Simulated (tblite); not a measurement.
Compound: C₅H₇Se (doublet state).
SMILES with atom numbers: `[CH2:1]=[C:2]([C:3]=[Se:4])[CH2:5][CH3:6]` (hydrogens: H7, H8 on C1; H9, H10 on C5; H11, H12, H13 on C6)
Bond orders are those of one Lewis drawing.

Computed with GFN2-xTB (tblite), gas phase: L-BFGS steps from a force-field or distance-geometry start until the largest atomic force falls under 0.01 eV/Å.

Step 8: E = -471.5001 eV
```
atom  x, y, z in Å  |  force x, y, z in eV/Å
C1      1.4193   -1.1346   -0.3462    0.080   0.104   0.020
C2      0.7638   -0.0408    0.1234   -0.152  -0.120   0.175
C3      1.4685    1.1756    0.1228   -0.146  -0.297  -0.161
Se4     3.0057    1.8528   -0.2580   -0.490   0.001   0.214
C5     -0.6709   -0.2267    0.6098   -0.061   0.046  -0.162
C6     -1.7399    0.5582   -0.1877    0.251  -0.085  -0.041
H7      0.9847   -2.1237   -0.4062    0.018   0.264   0.000
H8      2.4401   -1.0063   -0.6641    0.047  -0.244  -0.098
H9     -0.8849   -1.2969    0.5060    0.034   0.154   0.025
H10    -0.7605    0.0025    1.6776    0.155   0.140  -0.168
H11    -2.6230   -0.0611   -0.3565    0.123   0.077   0.136
H12    -1.3539    0.8387   -1.1679    0.017  -0.001   0.086
H13    -2.0537    1.4627    0.3293    0.122  -0.039  -0.024
```

Step 9: E = -471.5349 eV
```
atom  x, y, z in Å  |  force x, y, z in eV/Å
C1      1.4246   -1.1742   -0.3554   -0.002   0.334   0.131
C2      0.7855   -0.0582    0.1236   -0.426  -0.239   0.251
C3      1.4798    1.1424    0.1001    0.215  -0.296  -0.401
Se4     2.9614    1.9623   -0.2176   -0.739  -0.164   0.305
C5     -0.6600   -0.2174    0.6152   -0.178  -0.020  -0.267
C6     -1.7374    0.5693   -0.1835    0.583  -0.269  -0.089
H7      0.9748   -2.1595   -0.4133    0.032   0.429  -0.020
H8      2.4442   -1.0526   -0.6805    0.024  -0.253  -0.074
H9     -0.9023   -1.2821    0.5145    0.136   0.127   0.007
H10    -0.7503    0.0075    1.6813    0.192   0.203  -0.103
H11    -2.6178   -0.0444   -0.3453   -0.012  -0.098   0.103
H12    -1.3475    0.8321   -1.1631    0.043   0.040  -0.045
H13    -2.0594    1.4753    0.3063    0.134   0.205   0.201
```

Q: Estimate the geometry and energy of step 10. (The exact step hangs on the optimiser's Hessian estimate; all steps are aligned on step 9, rigid shifts and turns removed.)

A: E = -471.5772 eV, largest force 1.070 eV/Å
```
atom  x, y, z in Å  |  force x, y, z in eV/Å
C1      1.4346   -1.2258   -0.3665   -0.177   0.627   0.322
C2      0.8122   -0.0858    0.1287   -0.582  -0.603   0.030
C3      1.4959    1.0948    0.0616    0.568   0.074  -0.422
Se4     2.8736    2.1053   -0.1524   -0.926  -0.444   0.300
C5     -0.6446   -0.2049    0.6193   -0.274  -0.101  -0.320
C6     -1.7269    0.5831   -0.1789    0.844  -0.404  -0.114
H7      0.9602   -2.2006   -0.4236    0.045   0.524  -0.026
H8      2.4528   -1.1237   -0.7066   -0.062  -0.215  -0.015
H9     -0.9258   -1.2587    0.5267    0.256   0.011  -0.015
H10    -0.7309    0.0211    1.6808    0.219   0.274   0.042
H11    -2.6076   -0.0204   -0.3250   -0.186  -0.337   0.036
H12    -1.3365    0.8240   -1.1567    0.099   0.082  -0.283
H13    -2.0614    1.4921    0.2749    0.175   0.512   0.465
```

The energy changes by -0.0423 eV. The first-order estimate −F·Δx gives -0.0750 eV and the mean of the old and new forces, exact on a quadratic surface, -0.0360 eV. The step makes an angle of 78° with the force vector and moves no atom by more than 0.180 Å.

What follows is the cost of the whole relaxation. The run took 0.57 s wall on one thread of an Arm Neoverse V2, shared host with 96 logical CPUs at a one-minute load of 43.
